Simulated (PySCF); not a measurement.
Bonds (- single, = double, # triple, : aromatic): C1-N2, N2-C3, N2-Al4, N2-C5, C5-C6, C6-F7, C6-F8, C6-F9. C1 carries H10, H11, H12; C3 carries H13, H14, H15; Al4 carries H16, H17, H18; C5 carries H19, H20. Formal charges: N2 +1, Al4 -1.

Computational details: shielding tensors at B3LYP/pcSseg-1 (GIAO), geometry: PBE0-D3(BJ)/def2-SVP, in PySCF 2.14.0 with density-fitted response routines (single conformer, isolated molecule, one averaged value for each set of equivalent atoms, non-relativistic Hamiltonian).

**Question.** List the cross peaks expected in HSQC, COSY and HMBC spectra.

**Answer.** 

HSQC (one-bond C–H):
```tsv
δH	δC
3.27 (H19/H20)	57.7 (C5)
2.72 (H10/H11/H12/H13/H14/H15)	44.7 (C1/C3)
```

HMBC (two and three bonds, from the bond graph):
```tsv
δH	δC
3.88 (H16/H17/H18)	57.7 (C5), 44.7 (C1/C3)
3.27 (H19/H20)	132.6 (C6), 44.7 (C1/C3)
2.72 (H10/H11/H12/H13/H14/H15)	57.7 (C5), 44.7 (C1/C3)
```

No COSY cross peaks are expected.

References, each an isolated molecule treated in the same way: TMS for ¹H (σref 31.38) and ¹³C (σref 179.24).

Short H···H contacts in this conformer between protons four or more bonds apart (candidates for NOE cross peaks, intensity ∝ r⁻⁶): H13···H20 2.36 Å, H16···H19 2.54 Å, H14···H18 2.59 Å.

Hydrides on Al or Ga are broadened by the quadrupolar metal nucleus. Shifts are as computed. Against solution values, carbons near 30 ppm lie about +2 ppm off and those near 130 ppm about +6 ppm. Of 1309 compounds with measured shifts, 239 miss one by over three times the rms of a fit or turn the order of signals round; such compounds aren't used in these exercises.
